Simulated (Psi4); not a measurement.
calcium atom (Ca), singlet; Psi4 with REVPBE/STO-3G.

Input for Psi4:
```
memory 2 GB

molecule mol {
0 1
Ca    0.000000    0.000000    0.000000
}

set {
  basis sto-3g
  reference rks
}

energy('revpbe')
print_variables()
```

**Question.** Predict the main parts of the log of this Psi4 run.

**Answer.** 
```
   => Loading Basis Set <=

    Name: STO-3G
    Role: ORBITAL
    Keyword: BASIS

         ---------------------------------------------------------
                                   SCF
               by Justin Turney, Rob Parrish, Andy Simmonett
                          and Daniel G. A. Smith
                              RKS Reference
         ---------------------------------------------------------

  ==> Geometry <==

    Molecular point group: d2h
    Geometry (in Angstrom), charge = 0, multiplicity = 1:

       Center              X                  Y                   Z               Mass
    ------------   -----------------  -----------------  -----------------  -----------------
         CA           0.000000000000     0.000000000000     0.000000000000    39.962590863000

  Running in d2h symmetry.

  Rotational constants: A = ************  B = ************  C = ************ [cm^-1]
  Rotational constants: A = ************  B = ************  C = ************ [MHz]
  Nuclear repulsion =    0.000000000000000

  Charge       = 0
  Multiplicity = 1
  Electrons    = 20
  Nalpha       = 10
  Nbeta        = 10

  ==> Algorithm <==

  SCF Algorithm Type is DF.
  DIIS enabled.
  MOM disabled.
  Fractional occupation disabled.
  Guess Type is CORE.
  Energy threshold   = 1.00e-06
  Density threshold  = 1.00e-06
  Integral threshold = 1.00e-12

  ==> Primary Basis <==

  Basis Set: STO-3G
    Blend: STO-3G
    Number of shells: 7
    Number of basis functions: 13
    Number of Cartesian functions: 13
    Spherical Harmonics?: true
    Max angular momentum: 1

  ==> DFT Potential <==

   => LibXC <=

    Version 7.1.2
    S. Lehtola, C. Steigemann, M. J. T. Oliveira, and M. A. L. Marques,  SoftwareX 7, 1–5 (2018) (10.1016/j.softx.2017.11.002)

   => Composite Functional: REVPBE <=

    revPBE GGA Exchange-Correlation Functional

    Y. Zhang and W. Yang, Phys. Rev. Lett. 80, 890, 1998

    Deriv               =              1
    GGA                 =           TRUE
    Meta                =          FALSE

    Exchange Hybrid     =          FALSE
    MP2 Hybrid          =          FALSE

   => Exchange Functionals <=

    1.0000   XC_GGA_X_PBE_R

   => Correlation Functionals <=

    1.0000     XC_GGA_C_PBE

   => LibXC Density Thresholds  <==

    XC_GGA_C_PBE:  1.00E-12
    XC_GGA_X_PBE_R:  1.00E-15

   => Molecular Quadrature <=

    Radial Scheme          =       TREUTLER
    Pruning Scheme         =           NONE
[...]
   @DF-RKS iter   3:  -670.61184647441951   -2.24489e-02   4.08405e-03 DIIS/ADIIS
   @DF-RKS iter   4:  -670.61238847875654   -5.42004e-04   1.64285e-05 DIIS
   @DF-RKS iter   5:  -670.61238848726271   -8.50616e-09   4.64421e-08 DIIS
  Energy and wave function converged.

  ==> Post-Iterations <==

   Electrons on quadrature grid:
      Ntotal   =   20.0000000733 ; deviation = 7.328e-08

    Orbital Energies [Eh]
    ---------------------

    Doubly Occupied:

[...]
       4Ag    -0.085883

    Virtual:

[...]
    Final Occupation by Irrep:
             Ag   B1g   B2g   B3g    Au   B1u   B2u   B3u
    DOCC [     4,    0,    0,    0,    0,    2,    2,    2 ]
    NA   [     4,    0,    0,    0,    0,    2,    2,    2 ]
    NB   [     4,    0,    0,    0,    0,    2,    2,    2 ]

  @DF-RKS Final Energy:  -670.61238848726271

   => Energetics <=

    Nuclear Repulsion Energy =              0.0000000000000000
    One-Electron Energy =                -920.3081116672010467
    Two-Electron Energy =                 285.6683868220712270
    DFT Exchange-Correlation Energy =     -35.9726636421328649
    Empirical Dispersion Energy =           0.0000000000000000
    VV10 Nonlocal Energy =                  0.0000000000000000
    Total Energy =                       -670.6123884872627059

Computation Completed

Properties will be evaluated at   0.000000,   0.000000,   0.000000 [a0]

Properties computed using the SCF density matrix

 Multipole Moments:

 ------------------------------------------------------------------------------------
     Multipole            Electronic (a.u.)      Nuclear  (a.u.)        Total (a.u.)
 ------------------------------------------------------------------------------------

 L = 1.  Multiply by 2.5417464519 to convert [e a0] to [Debye]
 Dipole X            :          0.0000000            0.0000000            0.0000000
 Dipole Y            :          0.0000000            0.0000000            0.0000000
 Dipole Z            :          0.0000000            0.0000000            0.0000000
 Magnitude           :                                                    0.0000000

 ------------------------------------------------------------------------------------

  Variable Map:
  ----------------------------------------------------------------------------
[...]
  Array Variable Map:
  ----------------------------------------------------------------------------
[...]
[...]
```
